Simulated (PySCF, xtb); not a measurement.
HO2, SMILES [O]O (connectivity only; charge and spin as stated), charge -1, multiplicity 1.

GFN2-xTB (xtb) at its own geometry gives an orbital gap of 6.53 eV.

Coordinates come from a B3LYP-D3(BJ)/def2-TZVPD optimisation. The multiplicity is an assumed one; other spin states were not compared. The isomer is the one that the SMILES or the coordinates give; other isomers of the formula were not compared.

Problem. What does PBE0/def2-TZVPD in PySCF give? (An estimate is asked for; the answer gives what the named calculation found.)

Solution. gap 3.69 eV (levels 1.23 and 4.92 eV).
